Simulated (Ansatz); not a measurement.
Reaction (ligand exchange at a Ge–N bond): `C[NH][Ge]([F])([F])[F]` + H₂S → `[F][Ge]([F])([F])[SH]` + CH₃NH₂

Gas-phase electronic energies from Ansatz, PBE0-D4/def2-TZVP geometries. CCSD(T)/CBS adds triple-zeta CCSD(T) − MP2 to the extrapolated MP2 energy (def2 sets, frozen cores). This one scheme is used for every species. DFT in def2-TZVPP. For Ge outer-core shells are correlated without core-valence functions, which leaves a few kJ/mol of doubt a bond. Scalar relativity is left out up to krypton. Each species was taken in one conformer, which may not be the lowest.

```tsv
level	ΔE (kcal/mol)	difference from CCSD(T)/CBS
LDA (SPW92)	-5.3	-1.5
PBE0-D4	-6.0	-2.2
r2SCANh-D4	-5.6	-1.8
ωB97M-V	-4.8	-1.0
B2PLYP	-4.8	-1.0
BLYP	-6.6	-2.8
r2SCAN0	-5.4	-1.6
MP2/def2-SVP	-1.8	2.0
SCS-MP2/def2-TZVPP	-3.2	0.6
CCSD/def2-TZVPP	-2.9	0.9
CCSD(T)/CBS	-3.8	0
```

**Question.** What do rigid-rotor, harmonic-oscillator terms from PBE0-D4/def2-TZVP frequencies (298.15 K, 1 bar) make of the CCSD(T)/CBS value? (An estimate is asked.)

**Answer.** The calculation gave: ΔZPE = +2.4 kcal/mol, ΔH = -1.8 kcal/mol, ΔS = 10 J/(mol·K), ΔG = -2.6 kcal/mol. Modes under 50 cm⁻¹ make the entropy rough.

Largest T1 diagnostic among the species: 0.012.

At CCSD(T), def2-SVP lies +2.0 kcal/mol from the extrapolated value and def2-TZVPP +0.5 kcal/mol. From PBE to PBE0 (25 % exact exchange), in def2-TZVPP and without D4, ΔE moves by +1.0 kcal/mol.

CCSD(T)/CBS has its own doubt, a few kJ/mol and more with outer-core shells, so smaller differences from it don't rank the levels.
